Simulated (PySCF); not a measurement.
## `Cl/C=C1\C=CO[SiH2]1` in a uniform electric field

C₄H₅ClOSi.
Structure used (GFN2-xTB), in Å, numbered top down from 1:
```
atom  x, y, z in Å
Cl1    3.126   -0.782    0.005
C2     1.861    0.338    0.355
C3     0.576    0.100    0.106
C4     0.022   -1.104   -0.484
C5    -1.305   -1.064   -0.616
O6    -1.963    0.051   -0.200
Si7   -0.938    1.197    0.418
H8     2.217    1.254    0.797
H9     0.628   -1.940   -0.784
H10   -1.941   -1.831   -1.024
H11   -1.014    2.384   -0.423
H12   -1.266    1.398    1.823
```

Level: wB97X-D/def2-SVPD (PySCF); nuclei fixed, core orbitals frozen in the response. Permanent dipole (-0.867, 0.935, 0.313) D (1 au = 2.5417 D). Static polarisability (au):

```
x   126.96  -6.43   4.63
y    -6.43  81.00   8.26
z     4.63   8.26  64.69
```

Only the terms in μ and α are kept: μ(F) = μ + αF and ΔE = −μ·F − ½ F·αF.

Problem. Apply 0.003 au along ±x, ±y and ±z in turn. Tabulate induced and total dipoles and both energy terms.

Solution. 
```json
{"field along": "+x", "induced x (D)": "0.968", "induced y (D)": "-0.049", "induced z (D)": "0.035", "total size (D)": "0.957", "−μ·F (kJ/mol)": "+2.687", "−½F·αF (kJ/mol)": "-1.500"}
{"field along": "−x", "induced x (D)": "-0.968", "induced y (D)": "0.049", "induced z (D)": "-0.035", "total size (D)": "2.101", "−μ·F (kJ/mol)": "-2.687", "−½F·αF (kJ/mol)": "-1.500"}
{"field along": "+y", "induced x (D)": "-0.049", "induced y (D)": "0.618", "induced z (D)": "0.063", "total size (D)": "1.842", "−μ·F (kJ/mol)": "-2.897", "−½F·αF (kJ/mol)": "-0.957"}
{"field along": "−y", "induced x (D)": "0.049", "induced y (D)": "-0.618", "induced z (D)": "-0.063", "total size (D)": "0.912", "−μ·F (kJ/mol)": "+2.897", "−½F·αF (kJ/mol)": "-0.957"}
{"field along": "+z", "induced x (D)": "0.035", "induced y (D)": "0.063", "induced z (D)": "0.493", "total size (D)": "1.529", "−μ·F (kJ/mol)": "-0.970", "−½F·αF (kJ/mol)": "-0.764"}
{"field along": "−z", "induced x (D)": "-0.035", "induced y (D)": "-0.063", "induced z (D)": "-0.493", "total size (D)": "1.268", "−μ·F (kJ/mol)": "+0.970", "−½F·αF (kJ/mol)": "-0.764"}
```

Problem. For the field (0.0012, 0.0021, -0.0018) au, what is the induced dipole, and what angle does it make with the field?

Solution. αF = (0.332, 0.375, -0.238) D, at 15.1° to the field. The polarisability along this direction, F·αF/F², is 69.83 au, against a mean of 90.88 au.

Problem. Which field along μ doubles the dipole in that direction (linear response)?

Solution. The polarisability along the dipole is 107.51 au, so F = 0.5166 au / 107.51 au = 0.0048 au = 0.25 V/Å; higher-order terms are ignored.

Problem. What field makes μF equal to kT at 400 K?

Solution. kT = 1.2667 × 10⁻³ Eh, so F = 0.00245 au = 12.6 MV/cm.

Problem. A unit point charge sits 11 Å away. Estimate the induction energy −αe²/2R⁴ with the mean polarisability, treating the molecule as a point.

Solution. R = 20.79 bohr, so the energy is −90.9/(2 × 20.79⁴) Eh = -0.639 kJ/mol. The charge–dipole term at its most favourable orientation, −μe/R², is -3.14 kJ/mol.

Isolated species at its GFN2-xTB geometry, gas phase.

The pairwise dispersion term of wB97X-D wasn't added to the energies; at a given geometry it leaves orbitals and properties as they are.
